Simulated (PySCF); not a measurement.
# C₆ coefficients of unlike pairs at B97-3

Calculated with PySCF 2.14 from the dipole response of each species, C₆(A,B) = (3/π) ∫ α_A(iu) α_B(iu) du, in atomic units, from isotropic polarisabilities. For ions this is the dispersion term alone; charge-induced terms of lower order in 1/R come first.

```csv
species,configuration,basis,relativity,α (bohr³),C₆ (like pair)
I,[Kr] 4d10 5s2 5p5 (2P),"aug-cc-pwCVTZ-DK3 with one added diffuse shell each of s, p, d, f type (11s10p8d5f1g)",spin-free X2C,33.53,365.9
Fe+,[Ar] 3d6 4s1 (6D),aug-cc-pVDZ (7s6p4d2f),none,27.89,138.7
Os,[Xe] 4f14 5d6 6s2 (5D),def2-QZVPPD with the def2 core potential (60 electrons) (7s5p4d4f2g),core potential,57.11,647.8
```

(1) Estimate C₆ for Fe+ with I.

No spin-orbit coupling is included.

The other pairs:

| pair | C₆ |
| --- | --- |
| Os, Fe+ | 299.2 |
| Os, I | 478.3 |

## Answers

(1) The integral gives 218.8. The combination rule 2 C_A C_B / (C_A α_B/α_A + C_B α_A/α_B) gives 215.5 and the geometric mean 225.3.
